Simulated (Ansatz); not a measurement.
System: CuCl, net charge 0, singlet state. 
Structure (B3LYP-D3(BJ)/def2-TZVP (Ansatz, a quantum-chemistry and plane-wave program) minimum search):
```
Cu
Cl 1 2.0922
```

Total electronic energies in hartree. Valence correlation only, unless marked. No spin-orbit coupling. The frozen core is the preceding noble-gas configuration, with the filled d and f shells of earlier blocks. No relativistic terms. CBS marks a two-point X^-3 extrapolation of the correlation energy; Hartree-Fock from the larger set. The bracket is a focal-point correction in the basis named.

The T1 diagnostic of CCSD in the largest basis is 0.027, which is high, so the coupled-cluster rows are less sure than usual.

```csv
level,program,energy (Eh)
r2SCAN/def2-TZVPD,Ansatz,-2100.72452
r2SCAN0/def2-TZVPD,Ansatz,-2100.67112
RPA@PBE/def2-TZVPP,Ansatz,___
MP2/def2-SVPD,Ansatz,-2098.56891
"MP2/CBS(def2-TZVPPD,def2-QZVPPD)",Ansatz,-2099.3217
RI-MP2/def2-TZVPPD,Ansatz,-2099.18402
SCS-MP2/def2-TZVPPD,Ansatz,-2099.12056
"RI-MP2/CBS(def2-TZVPPD,def2-QZVPPD)+[CCSD(T)-MP2]/def2-TZVPPD",Ansatz,-2099.2979
"CCSD(T)/CBS(def2-TZVPPD,def2-QZVPPD)",Ansatz,-2099.2995
```

Question: Some entries are withheld; supply them.

Answer: 
- RPA@PBE/def2-TZVPP, energy (Eh): -2099.35751
